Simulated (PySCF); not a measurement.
Gas-phase XPS of (H2Al-mu-SH)2, computed

(H2Al-mu-SH)2.
Bonds: Al1–S4, Al1–S8, S4–Al5, Al5–S8. Hydrogens: H2, H3 on Al1; H9 on S4; H6, H7 on Al5; H10 on S8.

Computed, not measured: delta-SCF UKS SCAN, pcX-2 on the ionised atom, pcseg-1 elsewhere, spin-free X2C in PySCF 2.14.0. Each binding energy is the total energy of the core-ionised species, with the hole localised on one atom, minus that of the ground state; both are solved self-consistently, so orbital relaxation is included.

**Question.** List the computed XPS lines with their assignment.

**Answer.** 
```json
{"atom(s)": "S4/S8", "environment": "sulfur bonded to 2 Al and H", "level": "S 1s", "binding energy (eV)": "2477.72", "count": "2"}
{"atom(s)": "Al1/Al5", "environment": "aluminium bonded to 2 S and 2 H", "level": "Al 1s", "binding energy (eV)": "1566.91", "count": "2"}
```

**Question.** Express the binding energy of S 1s of S4/S8 in atomic units and per mole.

**Answer.** 2477.72 eV = 91.0545 Eh = 239064 kJ/mol.

**Question.** Which photon energy gives electrons from S 1s of S4/S8 a kinetic energy of 150 eV, and what is their de Broglie wavelength?

**Answer.** hν = 2477.72 + 150 = 2627.72 eV, recoil neglected; λ = 12.264 Å/√(E/eV) = 1.00 Å.

Atoms equivalent by their bonding share one computed value, that of the first of them. Not every level is listed. The structure is a single PBE0-D3(BJ)/def2-SVP conformer in the gas phase; no vibrational or solvent corrections.
